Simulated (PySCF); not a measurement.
Zn(OH)(NH2) (H₃NOZn), SMILES [NH2][Zn][OH]. Geometry optimised at B3LYP-D3(BJ)/def2-TZVP. The values are those of a single conformer.

Question: Give the equilibrium geometry at B3LYP-D3(BJ)/def2-TZVP (PySCF confirms it by a frequency run) as Cartesian coordinates in Å, and its point group. (The exact figures need the calculation; the answer reports its results.)

Answer: Several could match; the one computed here: point group Cs.
```xyz
6

Zn     0.0171     0.0178     0.0000
O      1.7934    -0.1257     0.0000
H      2.2696     0.7094     0.0000
N     -1.7997    -0.1088     0.0000
H     -2.2665     0.2618    -0.8179
H     -2.2665     0.2618     0.8179
```
Charge 0, spin multiplicity 1.
